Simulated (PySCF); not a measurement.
Compound: C₂H₆BBr₃S.
Bonds: C1–S2, S2–C3, S2–B4, B4–Br5, B4–Br6, B4–Br7. Hydrogens: H8, H9, H10 on C1; H11, H12, H13 on C3.

Level: CAM-B3LYP/def2-SVPD in PySCF, non-relativistic, on one gas-phase PBE0-D3(BJ)/def2-SVP geometry that isn't relaxed in the solvent. The solvent is an IEF-PCM continuum (cavity from Bondi-type radii × 1.2). Specific hydrogen bonds and non-electrostatic terms are outside this model. Spin–orbit coupling is left out although an atom past zinc is present.

Gas phase at CAM-B3LYP/def2-SVPD: HOMO -8.74 eV, LUMO 0.41 eV, dipole 6.29 D.

Task: What does the continuum do to the energy, the frontier levels and the dipole at CAM-B3LYP/def2-SVPD in chloroform and acetone?

Result: 
| solvent | ε | E(solvent) − E(gas) (kJ/mol) | polarisation term (kJ/mol) | distortion of the solute (kJ/mol) | HOMO (eV) | LUMO (eV) | dipole (D) |
| --- | --- | --- | --- | --- | --- | --- | --- |
| chloroform | 4.711 | -25.87 | -30.95 | 5.08 | -8.91 | 0.66 | 7.98 |
| acetone | 20.49 | -35.05 | -44.81 | 9.76 | -9.00 | 0.66 | 8.64 |

The polarisation term is half the interaction of the solute with the surface charges that it induces; the rest is the cost of distorting the solute's density. The sum is the electrostatic part of solvation alone. The atom shares or the degeneracy of the LUMO differ from the gas phase in chloroform and acetone, so that column needn't follow one orbital. From chloroform to acetone the lowering changes by a factor 1.35, Onsager's factor (ε − 1)/(2ε + 1) by 1.30 and ε itself by 4.3.

Task: Which radius a makes the point-dipole formula ΔE = −[(ε − 1)/(2ε + 1)]·μ²/a³ give the value in acetone, with the gas-phase dipole?

Result: μ = 2.474 au and |ΔE| = 0.01335 Eh give a = 3.16 Å; the farthest nucleus lies 3.13 Å from the centroid of the nuclei. The formula assumes a rigid point dipole at the centre of a sphere.

Task: How does the static polarisability (CAM-B3LYP/def2-SVPD, frozen core, with the continuum's full static response) change?

Result: 
| medium | isotropic (au) | principal values (au) | ⟨r²⟩ of the electrons (bohr²) |
| --- | --- | --- | --- |
| gas | 123.7 | 114.1, 128.5, 128.5 | 2517.1 |
| chloroform | 159.3 | 148.5, 162.8, 166.6 | 2515.8 |
| acetone | 175.3 | 164.7, 177.6, 183.4 | 2515.2 |

The isotropic value in acetone is 1.42 times the gas-phase one; no cavity-field correction is applied. ⟨r²⟩ is taken about the centre of nuclear charge.

The values belong to the conformer `[CH3:1][S+:2]([CH3:3])[B-:4]([Br:5])([Br:6])[Br:7]`: C1–S2–B4–Br5 -174°.
